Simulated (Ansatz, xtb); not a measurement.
This singlet lies 1.67 eV below the relaxed triplet at the level composite: frozen-core CCSD(T) with HF/cc-pVQZ and the correlation energy extrapolated as X^-3 from cc-pVTZ and cc-pVQZ, plus CCSDT(Q) minus CCSD(T) in cc-pVDZ // B3LYP-D3(BJ)/def2-TZVP (Ansatz, an electronic-structure program).

Level of theory: GFN2-xTB run with xtb.

```
xtb start.xyz --ohess tight --gfn 2 --chrg 0 --uhf 0 --iterations 400

# start.xyz
6

C     -0.919875     0.069441    -0.002929
Si     0.844082     0.273286    -0.337254
H     -1.387984     0.658911     0.773313
H     -1.484444    -0.674116    -0.548400
H      1.535951     0.691210     0.905212
H      1.412271    -1.018731    -0.789942
```

Output:

```
[...]
          :  PC potential                    false          :
          :  electronic temp.          300.0000000     K    :
          :  accuracy                    1.0000000          :
          :  -> integral cutoff          0.2500000E+02      :
          :  -> integral neglect         0.1000000E-07      :
          :  -> SCF convergence          0.1000000E-05 Eh   :
          :  -> wf. convergence          0.1000000E-03 e    :
          :  Broyden damping             0.4000000          :
          :  net charge                          0          :
          :  unpaired electrons                  0          :
          ...................................................

 iter      E             dE          RMSdq      gap      omega  full diag
   1     -5.9263068 -0.592631E+01  0.593E-05    2.75       0.0  T
   2     -5.9263068  0.600942E-11  0.544E-05    2.75     749.8  T
   3     -5.9263068 -0.107585E-10  0.353E-05    2.75    1157.9  T

   *** convergence criteria satisfied after 3 iterations ***

         #    Occupation            Energy/Eh            Energy/eV
      -------------------------------------------------------------
         1        2.0000           -0.6827376             -18.5782
         2        2.0000           -0.5112535             -13.9119
         3        2.0000           -0.4382448             -11.9252
         4        2.0000           -0.4164295             -11.3316
         5        2.0000           -0.4062413             -11.0544
         6        2.0000           -0.3196334              -8.6977 (HOMO)
         7                         -0.2184446              -5.9442 (LUMO)
         8                         -0.1377180              -3.7475
         9                         -0.1310552              -3.5662
        10                         -0.1241262              -3.3776
        11                         -0.0648118              -1.7636
       ...                                ...                  ...
        17                          0.7868970              21.4126
      -------------------------------------------------------------
                  HL-Gap            0.1011887 Eh            2.7535 eV
             Fermi-level           -0.2690390 Eh           -7.3209 eV


         :::::::::::::::::::::::::::::::::::::::::::::::::::::
         ::                     SUMMARY                     ::
         :::::::::::::::::::::::::::::::::::::::::::::::::::::
         :: total energy              -5.835477794145 Eh    ::
         :: gradient norm              0.000339850035 Eh/a0 ::
         :: HOMO-LUMO gap              2.753485539209 eV    ::
         ::.................................................::
         :: SCC energy                -5.926306672612 Eh    ::
         :: -> isotropic ES            0.011849244853 Eh    ::
         :: -> anisotropic ES          0.003675773038 Eh    ::
         :: -> anisotropic XC         -0.001752679616 Eh    ::
         :: -> dispersion             -0.002379523439 Eh    ::
         :: repulsion energy           0.090828878467 Eh    ::
         :: add. restraining           0.000000000000 Eh    ::
         :: total charge              -0.000000000000 e     ::
         :::::::::::::::::::::::::::::::::::::::::::::::::::::

           -------------------------------------------------
          |                Numerical Hessian                |
           -------------------------------------------------
step length          :   0.00500
SCC accuracy         :   0.30000
Hessian scale factor :   1.00000
frozen atoms in %    :   0.00000    0
RMS gradient         :   0.00034
estimated CPU  time      0.00 min
estimated wall time      0.00 min

writing file <hessian>.

 projected vibrational frequencies (cm⁻¹)
eigval :       -0.00     0.00     0.00     0.00     0.00     0.00
eigval :      394.78   425.00   443.47   629.37   770.12   810.76
eigval :     1117.01  1411.48  2284.45  2317.95  3077.49  3104.27
           -------------------------------------------------
          |                Property Printout                |
           -------------------------------------------------

    * Orbital Energies and Occupations

         #    Occupation            Energy/Eh            Energy/eV
      -------------------------------------------------------------
         1        2.0000           -0.6827378             -18.5782
         2        2.0000           -0.5112534             -13.9119
         3        2.0000           -0.4382447             -11.9252
         4        2.0000           -0.4164296             -11.3316
         5        2.0000           -0.4062413             -11.0544
         6        2.0000           -0.3196333              -8.6977 (HOMO)
         7                         -0.2184448              -5.9442 (LUMO)
         8                         -0.1377182              -3.7475
         9                         -0.1310553              -3.5662
        10                         -0.1241265              -3.3777
        11                         -0.0648121              -1.7636
        12                          0.0113219               0.3081
        13                          0.2312163               6.2917
        14                          0.3291144               8.9557
        15                          0.5797232              15.7751
        16                          0.7332738              19.9534
        17                          0.7868969              21.4126
      -------------------------------------------------------------
                  HL-Gap            0.1011885 Eh            2.7535 eV
             Fermi-level           -0.2690390 Eh           -7.3209 eV

     #   Z          covCN         q      C6AA      α(0)
     1   6 C        2.738    -0.260    35.065     9.695
     2  14 Si       2.726     0.366   180.815    29.531
     3   1 H        0.926     0.043     2.414     2.429
     4   1 H        0.926     0.043     2.414     2.429
     5   1 H        0.920    -0.096     5.416     3.640
     6   1 H        0.920    -0.096     5.416     3.640

 Mol. C6AA /au·bohr⁶  :        720.707761
 Mol. C8AA /au·bohr⁸  :      29223.023517
 Mol. α(0) /au        :         51.364806

Wiberg/Mayer (AO) data.
largest (>0.10) Wiberg bond orders for each atom

 ---------------------------------------------------------------------------
     #   Z sym  total        # sym  WBO       # sym  WBO       # sym  WBO
 ---------------------------------------------------------------------------
     1   6 C    3.910 --     2 Si   1.906     3 H    0.958     4 H    0.958
     2  14 Si   3.771 --     1 C    1.906     6 H    0.894     5 H    0.894
     3   1 H    0.998 --     1 C    0.958
     4   1 H    0.998 --     1 C    0.958
     5   1 H    0.991 --     2 Si   0.894
     6   1 H    0.991 --     2 Si   0.894
 ---------------------------------------------------------------------------

Topologies differ in total number of bonds
Writing topology from bond orders to xtbtopo.mol

molecular dipole:
                 x           y           z       tot (Debye)
 q only:        0.184      -0.006      -0.007
   full:        0.684      -0.024      -0.026       1.741
molecular quadrupole (traceless):
                xx          xy          yy          xz          yz          zz
 q only:       -0.736       0.020       0.363       0.021      -0.552       0.373
  q+dip:        2.640      -0.102      -1.312      -0.115       0.983      -1.328
   full:        0.136      -0.001      -0.068      -0.007       0.091      -0.069

           -------------------------------------------------
          |                Geometry Summary                 |
           -------------------------------------------------

      molecular mass/u    :       44.1279976
   center of mass at/Å    :        0.2464758      -0.0085359      -0.0093755
  moments of inertia/u·Å² :        0.4566403E+01   0.3592104E+02   0.4048744E+02
rotational constants/cm⁻¹ :        0.3691666E+01   0.4692969E+00   0.4163669E+00

 * 5 selected distances

     #   Z          #   Z                                           value/Å
     1   6 C        2  14 Si                                      1.7477992 (max)
     1   6 C        3   1 H                                       1.0767092 (min)
     1   6 C        4   1 H                                       1.0767112
     2  14 Si       5   1 H                                       1.4584800
     2  14 Si       6   1 H                                       1.4584758

 * 3 distinct bonds (by element types)

   Z      Z             #   av. dist./Å        max./Å        min./Å
   1 H    6 C           2     1.0767102     1.0767112     1.0767092
   1 H   14 Si          2     1.4584779     1.4584800     1.4584758
   6 C   14 Si          1     1.7477992     1.7477992     1.7477992

           -------------------------------------------------
          |               Frequency Printout                |
           -------------------------------------------------
 projected vibrational frequencies (cm⁻¹)
eigval :       -0.00     0.00     0.00     0.00     0.00     0.00
eigval :      394.78   425.00   443.47   629.37   770.12   810.76
eigval :     1117.01  1411.48  2284.45  2317.95  3077.49  3104.27
 reduced masses (amu)
   1: 21.47   2: 19.11   3: 12.30   4: 12.24   5: 15.97   6:  7.52   7:  5.16   8:  2.89
   9:  1.01  10:  3.11  11:  4.40  12:  1.62  13: 13.80  14:  4.34  15:  2.21  16:  1.62
  17:  1.52  18:  2.10
 IR intensities (km·mol⁻¹)
   1:  1.17   2:  0.25   3:  1.39   4:  1.66   5:  1.51   6:  0.73   7: 79.46   8: 59.76
   9:  0.00  10: 39.62  11:104.16  12:153.95  13: 71.19  14: 10.69  15:553.94  16:135.49
  17:  4.51  18: 28.34
 Raman intensities (Ä⁴*amu⁻¹)
   1:  0.00   2:  0.00   3:  0.00   4:  0.00   5:  0.00   6:  0.00   7:  0.00   8:  0.00
   9:  0.00  10:  0.00  11:  0.00  12:  0.00  13:  0.00  14:  0.00  15:  0.00  16:  0.00
  17:  0.00  18:  0.00
 output can be read by thermo (or use thermo option).
 writing <g98.out> molden fake output.
 recommended (thermochemical) frequency scaling factor: 1.0
Molecule has the following symmetry elements: (C2) 2*(sigma)
It seems to be the C2v point group
           -------------------------------------------------
          |             Thermodynamic Functions             |
           -------------------------------------------------

c2v symmetry found (for desy threshold:  0.10E+00) used in thermo

          ...................................................
          :                      SETUP                      :
          :.................................................:
          :  # frequencies                          12      :
          :  # imaginary freq.                       0      :
          :  linear?                             false      :
          :  only rotor calc.                    false      :
          :  symmetry                              c2v      :
          :  rotational number                       2      :
          :  scaling factor                  1.0000000      :
          :  rotor cutoff                   50.0000000 cm⁻¹ :
          :  imag. cutoff                  -20.0000000 cm⁻¹ :
          :.................................................:

    mode    ω/cm⁻¹     T·S(HO)/kcal·mol⁻¹    T·S(FR)/kcal·mol⁻¹   T·S(vib)
   ------------------------------------------------------------------------
   ------------------------------------------------------------------------

   temp. (K)  partition function   enthalpy   heat capacity  entropy
                                   cal/mol     cal/K/mol   cal/K/mol   J/K/mol
 298.15  VIB   1.69                  757.904      6.952      3.583
         ROT  0.311E+04              888.752      2.981     18.965
         INT  0.525E+04             1646.656      9.933     22.548
         TR   0.284E+27             1481.254      4.968     37.263
         TOT                        3127.9099    14.9012    59.8105   250.2470

       T/K    H(0)-H(T)+PV         H(T)/Eh          T*S/Eh         G(T)/Eh
   ------------------------------------------------------------------------
    298.15    0.498464E-02    0.432263E-01    0.284179E-01    0.148084E-01
   ------------------------------------------------------------------------

         :::::::::::::::::::::::::::::::::::::::::::::::::::::
         ::                  THERMODYNAMIC                  ::
         :::::::::::::::::::::::::::::::::::::::::::::::::::::
         :: total free energy          -5.820669385561 Eh   ::
         ::.................................................::
         :: total energy               -5.835477794145 Eh   ::
         :: zero point energy           0.038241650253 Eh   ::
         :: G(RRHO) w/o ZPVE           -0.023433241668 Eh   ::
         :: G(RRHO) contrib.            0.014808408585 Eh   ::
         :::::::::::::::::::::::::::::::::::::::::::::::::::::

optimized geometry written to: xtbopt.xyz

           -------------------------------------------------
          | TOTAL ENERGY               -5.835477794145 Eh   |
          | TOTAL ENTHALPY             -5.792251502164 Eh   |
          | TOTAL FREE ENERGY          -5.820669385561 Eh   |
          | GRADIENT NORM               0.000339998153 Eh/α |
          | HOMO-LUMO GAP               2.753480204267 eV   |
           -------------------------------------------------

------------------------------------------------------------------------
```

Cost: around 0.09 core-seconds (rough).
